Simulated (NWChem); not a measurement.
System: C2H3FO2Si; SMILES O1C(=O)C[Si@H]1F

```xyz
9

O      0.2004     2.4143    -0.3322
C      0.0345     1.2654    -0.0893
C     -1.2449     0.4156     0.0012
Si    -0.0404    -0.9379     0.4321
F      0.1770    -2.0876    -0.6766
O      1.0357     0.3693     0.2093
H     -1.7684     0.3460    -0.9638
H     -1.9453     0.7956     0.7587
H      0.0598    -1.5769     1.7577
```
Atoms are numbered in this order, from 1.

Program: NWChem. Structure relaxed at the PBE0/def2-SVP level.

Question: Order these by “orbital gap (eV)”, lowest first: LDA (Slater exchange, VWN5)/def2-TZVP; TPSSh/def2-TZVP; PW6B95/def2-TZVP; B3LYP/def2-TZVP.

Answer: LDA (Slater exchange, VWN5)/def2-TZVP (5.26), TPSSh/def2-TZVP (6.59), B3LYP/def2-TZVP (7.47), PW6B95/def2-TZVP (8.19)
